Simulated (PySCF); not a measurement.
MgClBr, SMILES [Cl][Mg][Br]. Atoms are numbered in the order given.

```xyz
3

Mg     0.0000     0.0000    -0.6938
Cl     0.0000     0.0000    -2.8703
Br     0.0000     0.0000     1.6320
```

Geometry: B3LYP-D3(BJ)/def2-TZVP.

Calculation: KT2/pcSseg-2 (PySCF).

GIAO shieldings, no solvent; atoms alike by connectivity are averaged. δ = σ(ref) − σ: ³⁵Cl against HCl (σ = 945.0 ppm), references at their B3LYP-D3(BJ)/def2-TZVP geometries, non-relativistic (without spin–orbit terms, shifts of atoms bonded to Cl or Br come out too high).

**Question.** Estimate the chemical shifts. (The exact figures need the calculation; the answer reports its results.)

**Answer.** 
| nucleus | atoms | count | δ (ppm) |
|---|---|---|---|
| ³⁵Cl | Cl2 | 1 | -97.4 |
